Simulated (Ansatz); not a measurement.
Stepwise reaction of `C=C[SiH](Cl)Cl` with hydrogen, as a gas-phase model of exchange steps in deposition or etching. ΔE in kJ/mol; ΔG adds harmonic PBE0-D4 terms to CCSD(T)/CBS, at 1 bar.

Gas-phase electronic energies from Ansatz, PBE0-D4/def2-TZVP geometries. CCSD(T)/CBS adds triple-zeta CCSD(T) − MP2 to the extrapolated MP2 energy (def2 sets, frozen cores). This one scheme is used for every species. Functionals use def2-TZVPP. B3LYP here is the variant with VWN-RPA as its local correlation; programs differ in this. One conformer a species, not always the lowest.

```json
{"step": "1", "reaction": "`C=C[SiH](Cl)Cl` + H₂ → `C=C[SiH2]Cl` + HCl", "PBE-D4": "84.9", "B3LYP-D4": "83.1", "ωB97M-V": "84.8", "CCSD(T)/CBS": "83.5", "ΔG(600 K)": "75.3"}
{"step": "2", "reaction": "`C=C[SiH2]Cl` + H₂ → `C=C[SiH3]` + HCl", "PBE-D4": "79.6", "B3LYP-D4": "79.5", "ωB97M-V": "81.3", "CCSD(T)/CBS": "81.2", "ΔG(600 K)": "72.6"}
```

By hand: ΔE of the 2 steps together at CCSD(T)/CBS.

(83.5) + (81.2) = 164.7 kJ/mol, or 82.3 kJ/mol a step.

In ΔE the steps differ by no more than 2.3 kJ/mol. All are uphill at CCSD(T)/CBS. ΔG lies between 72.6 and 75.3 kJ/mol a step. PBE-D4 differs from CCSD(T)/CBS by -1.6 to 1.4 kJ/mol a step. Isolated molecules leave out the surface, adducts and barriers. Largest T1 diagnostic: 0.011.
